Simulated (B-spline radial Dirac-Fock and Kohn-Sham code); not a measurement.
Kohn-Sham estimates against Dirac-Fock for the levels of Lu⁺

System: Lu⁺, configuration [Xe] 4f14 6s2.

The density-functional columns are spherical, spin-unpolarised Dirac-Kohn-Sham results without Breit or QED terms: −ε is minus the orbital energy of the initial state and ΔSCF the difference of two total energies. The reference in the last column comes from Dirac-Fock (average of configuration) total-energy differences with a finite nucleus, the Breit interaction including its frequency dependence, and self-energy and vacuum-polarisation corrections. All numbers are from a radial B-spline solver, in eV; a selection of levels is shown. The Kohn-Sham columns are given as differences from the reference. For the 1s level of heavy atoms much of the gap between ΔSCF and the reference is the Breit and QED part, -304.1 eV here; for other levels the error of the functional can be larger.

```csv
level,PBE −ε − DF,PBE ΔSCF − DF,LDA −ε − DF,LDA ΔSCF − DF,Dirac-Fock
K,-175.0,+349.1,-229.8,+292.6,63327.4
L1,-143.8,-50.7,-151.7,-58.2,10895.0
L2,-103.8,+16.6,-107.4,+13.2,10367.4
L3,-116.4,-11.7,-118.7,-13.9,9262.5
M1,-73.1,-47.9,-75.4,-50.0,2516.3
M2,-57.8,-30.4,-58.7,-31.3,2284.8
M3,-57.2,-32.5,-57.8,-32.9,2046.0
M4,-36.9,-6.6,-36.8,-6.4,1658.3
M5,-37.9,-8.5,-37.8,-8.3,1607.3
N1,-37.2,-26.0,-38.2,-26.9,530.6
N2,-30.4,-19.3,-30.9,-19.7,435.8
N3,-30.6,-19.8,-31.2,-20.4,381.7
N4,-19.7,-9.1,-19.7,-9.1,225.9
N5,-19.7,-9.2,-19.8,-9.3,216.1
N6,-4.9,+4.4,-4.6,+4.7,24.23
N7,-5.0,+4.2,-4.7,+4.5,22.79
O1,-10.3,-2.9,-10.0,-2.6,80.07
O2,-5.4,+1.4,-5.1,+1.8,50.81
O3,-5.4,+1.1,-5.2,+1.4,43.82
P1,-1.6,+1.7,-1.3,+2.0,12.60
```

For the outermost level NIST gives 14.13 ± 0.05 eV (semi-empirical); the differences from it are PBE −ε -3.09, PBE ΔSCF +0.14, LDA −ε -2.85, LDA ΔSCF +0.43, Dirac-Fock -1.53 eV.

Values without a named source are computed, but for edge energies of neutral atoms, which are taken from tables.
